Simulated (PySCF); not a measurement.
A structure optimised at B3LYP-D3(BJ)/def2-TZVP, used in a PySCF frequency run:

```
C
N 1 1.1405
O 1 1.2401 2 174.27
H 3 0.9817 1 117.72 2 180.00
H 2 1.0092 4 165.89 3 180.00
```
Charge +1, spin multiplicity 1.

### Question
Write its SMILES, formula and point group.

### Answer
N=C=[OH+], CH₂NO, Cs

### Question
What are its rotational constants (standard atomic weights)?

### Answer
753.92, 10.073, 9.9398 GHz
